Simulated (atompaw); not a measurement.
## Varying the PAW (atompaw) potential for As

Base potential:

atompaw 4.2.0.5 input, output lines left out:

```
As 33
GGA-PBESOL scalarrelativistic loggrid 1500 logderivrange -3 5 201
4 4 3 0 0 0
4 1 3
0 0 0
c
c
c
v
c
c
v
c
1
2.00 1.55 1.70 1.30
y
3
n
y
1.1
n
custom polynom vanderbiltortho sinc
bessel
2.00
2.00
1.55
2.00
```

Cutoffs, loose and tight: the cutoffs (Ry, on a coarse ladder) from which the occupation-weighted sum of valence levels, in a spherical-Bessel basis at the reference potential, stays within 10 and 1 mRy of its value at 400 Ry. They see the waves, projectors and local potential, not the compensation charge or the core. A dash means not determined.

| change | outcome | cutoff, loose | cutoff, tight | bound ghosts |
| --- | --- | --- | --- | --- |
| base | generated | 18 Ry | 30 Ry | none |
| wave 4p (bound): rc 1.55 bohr becomes 4p (bound): rc 1.06 bohr | failed: atompaw: The overlap operator has at least one negative eigenvalue! | – | – | – |
| wave 4p (bound): rc 1.55 bohr becomes 4p (bound): rc 1.22 bohr | failed: atompaw: The overlap operator has at least one negative eigenvalue! | – | – | – |
| wave 4p (bound): rc 1.55 bohr becomes 4p (bound): rc 1.38 bohr | failed: atompaw: The overlap operator has at least one negative eigenvalue! | – | – | – |
| wave 4p (bound): rc 1.55 bohr becomes 4p (bound): rc 1.58 bohr | generated | 18 Ry | 30 Ry | none |

(1) What comes out with this change to the base: wave 4p (bound): rc 1.55 bohr becomes 4p (bound): rc 1.96 bohr?

(2) What comes out with this change to the base: wave 4p (bound): rc 1.55 bohr becomes 4p (bound): rc 1.74 bohr?

Answers

(1) outcome: generated; cutoff, loose: 10 Ry; cutoff, tight: 18 Ry; bound ghosts: none.

(2) outcome: generated; cutoff, loose: 12 Ry; cutoff, tight: 25 Ry; bound ghosts: none.
